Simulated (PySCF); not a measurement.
C4H6OSe, SMILES C=C1CO[C@H]1[SeH]. The structure is a stationary point at PBE-D3(BJ)/def2-SVP. The structure was generated by enumeration; whether it is a known compound was not checked. One conformer was computed; it need not be the lowest.

### Question
Give the equilibrium geometry at PBE-D3(BJ)/def2-SVP (PySCF confirms it by a frequency run) as a Z-matrix. (An estimate is asked for; the answer gives what the named calculation found.)

### Answer
Several could match; the one computed here: 
```
C
C 1 1.3373
H 2 1.1009 1 121.27
H 2 1.1010 3 117.95 1 179.67
C 1 1.5090 2 135.89 3 179.84
H 5 1.1104 1 118.70 2 61.64
O 5 1.4319 6 112.60 1 -104.70
C 7 1.4527 5 91.84 6 124.45
H 8 1.1133 7 112.02 5 -121.17
H 8 1.1144 9 109.07 7 125.19
Se 5 1.9997 6 106.39 7 -128.34
H 11 1.4866 5 93.98 6 44.09
```
